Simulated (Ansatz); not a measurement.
Two isomers of C2H6BNO: A = `BOC(=C)N`, B = `OB1CCN1`.

Gas-phase electronic energies from Ansatz, PBE0-D4/def2-TZVP geometries. CCSD(T)/CBS adds triple-zeta CCSD(T) − MP2 to the extrapolated MP2 energy (def2 sets, frozen cores). Functionals use def2-TZVPP. B3LYP here is the variant with VWN-RPA as its local correlation; programs differ in this. One conformer a species, not always the lowest.

**Question.** Which is lower in electronic energy at CCSD(T)/CBS, and by how much? (Best estimate.)

**Answer.** Ansatz gave: B, by 43.2 kcal/mol.

**Question.** Give E(B) − E(A) in kcal/mol with PBE-D4, HF/def2-TZVPP, r2SCAN-D4, B3LYP, PBE0-D4, MP2/def2-TZVPP, B3LYP-D4. (Estimate.)

**Answer.** The calculation gave: PBE-D4 -41.6, HF/def2-TZVPP -38.0, r2SCAN-D4 -41.1, B3LYP -38.3, PBE0-D4 -44.5, MP2/def2-TZVPP -45.7, B3LYP-D4 -38.2. None reverses the order clearly.

Largest T1 diagnostic: 0.014.

In def2-TZVPP, CCSD(T) changes the Hartree–Fock value by −4.9 kcal/mol (the triples alone add +0.5 kcal/mol) and MP2 by −7.7 kcal/mol. From PBE to PBE0 (25 % exact exchange), in def2-TZVPP and without D4, E(B) − E(A) moves by −2.9 kcal/mol.
